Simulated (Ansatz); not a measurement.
The cluster Hg2F3. Total charge 0; doublet. Geometry PBE0-D4/def2-SVP; atoms count from 1.

Cartesian coordinates in Å:
```
Hg -0.8247 1.1582 2.0834
Hg 0.2231 -0.2468 -1.0805
F 1.1392 -1.7283 -1.9117
F -0.7507 1.3577 -0.4280
F 0.2130 -0.5407 1.3369
```

In the def2 sets Hg takes a core potential; there is no spin–orbit coupling. The structure comes from a short search, and lower isomers may exist.

(1) Estimate the Mulliken populations from the PBE0/def2-TZVP orbitals of Ansatz.

(2) Where does the spin sit?

(3) And the Mayer bond orders between bonded heavy atoms (over 0.3)?

Answers

(1) 
| atom | charge (e) | spin (α − β) | d electrons |
| --- | --- | --- | --- |
| Hg1 | 0.59 | 0.81 | 9.98 |
| Hg2 | 1.02 | 0.00 | 9.87 |
| F3 | -0.51 | 0.01 | – |
| F4 | -0.54 | 0.01 | – |
| F5 | -0.56 | 0.16 | – |
Mulliken values and Mayer orders depend strongly on the basis.

(2) Summed by element: Hg 0.82, F 0.18, of 1 unpaired in all. Largest on single atoms: Hg1 0.81, F5 0.16, F4 0.01.

(3) Hg1–F5 0.49 (2.13 Å); Hg2–F3 0.75 (1.93 Å); Hg2–F4 0.56 (1.99 Å).
